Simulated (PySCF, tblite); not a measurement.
One entry of a table of gas-phase calculations, keyed by method. Lists by class give the value and the number of equivalent atoms.

```json
{
 "formula": "C10H10",
 "smiles": "CC#CC1=CCC=CC=C1",
 "charge": 0,
 "multiplicity": 1,
 "geometry_level": "GFN2-xTB",
 "atoms_angstrom": [
  ["C", 4.14, 0.342, -0.632],
  ["C", 2.734, 0.238, -0.31],
  ["C", 1.568, 0.136, -0.036],
  ["C", 0.188, 0.054, 0.287],
  ["C", -0.355, -1.122, 0.659],
  ["C", -1.767, -1.202, 1.14],
  ["C", -2.582, -0.968, -0.093],
  ["C", -2.64, 0.24, -0.665],
  ["C", -1.836, 1.365, -0.274],
  ["C", -0.562, 1.286, 0.162],
  ["H", 4.403, -0.395, -1.391],
  ["H", 4.364, 1.338, -1.013],
  ["H", 4.742, 0.16, 0.259],
  ["H", 0.233, -2.028, 0.62],
  ["H", -1.96, -0.408, 1.869],
  ["H", -1.983, -2.169, 1.589],
  ["H", -3.127, -1.804, -0.51],
  ["H", -3.315, 0.405, -1.495],
  ["H", -2.254, 2.346, -0.466],
  ["H", 0.004, 2.199, 0.298]
 ],
 "electronic_structure_code": "PySCF",
 "results": {
  "GFN2-xTB geometry": {
   "point_group": "C1",
   "rotational_constants_GHz": [3.333, 0.718, 0.633]
  },
  "PBE0/pcSseg-1 ground state and GIAO shieldings, non-relativistic": {
   "dipole_D": 0.45,
   "homo_eV": -6.33,
   "lumo_eV": -0.93,
   "shift_vs_computed_TMS_C_by_class_ppm": [
    [140.6, 1],
    [137.2, 1],
    [132.0, 1],
    [129.7, 1],
    [126.2, 1],
    [124.2, 1],
    [94.0, 1],
    [85.8, 1],
    [32.5, 1],
    [5.7, 1]
   ],
   "shift_vs_computed_TMS_H_by_class_ppm": [
    [7.14, 1],
    [6.99, 1],
    [6.51, 1],
    [5.75, 1],
    [5.5, 1],
    [2.17, 3],
    [2.13, 2]
   ],
   "charges_hirshfeld_e_by_atom": [-0.1, -0.05, -0.07, -0.01, -0.02, -0.07, -0.03, -0.06, -0.04, -0.04, 0.06, 0.06, 0.06, 0.05, 0.04, 0.05, 0.05, 0.05, 0.05, 0.05]
  },
  "GFN2-xTB harmonic vibrations, gas phase": {
   "strongest_ir_bands_cm-1_km_per_mol_modes": [
    [2379.0, 38.6, 1],
    [3005.5, 41.5, 1],
    [3015.8, 36.0, 1],
    [3057.2, 85.8, 1],
    [3069.3, 65.7, 1],
    [3072.3, 44.9, 1]
   ],
   "zpe_kcal_per_mol": 100.9
  }
 }
}
```

 The zero-point energy, half the sum of the 54 harmonic wavenumbers, equals 35280 cm⁻¹ or 422 kJ/mol. The rotational constants make it an asymmetric top with κ = (2B − A − C)/(A − C) = -0.94, nearer the prolate limit (−1). With B = h/(8π²I), that is 505.379 GHz u Å² over I, the principal moments of inertia are 151.6, 703.7 and 798.0 u Å² (most abundant isotopes); the inertial defect Ic − Ia − Ib is -57.3 u Å² (zero for a rigid planar frame, negative otherwise). The dipole matches unit charges of opposite sign 0.09 Å apart (1 e·Å = 4.8032 D).

 NMR classes are plain means over equivalent atoms (diastereotopic ones count apart unless rotation or inversion swaps them), as if these changed places fast; in this geometry the members of some classes differ.

One conformer stands for the species.
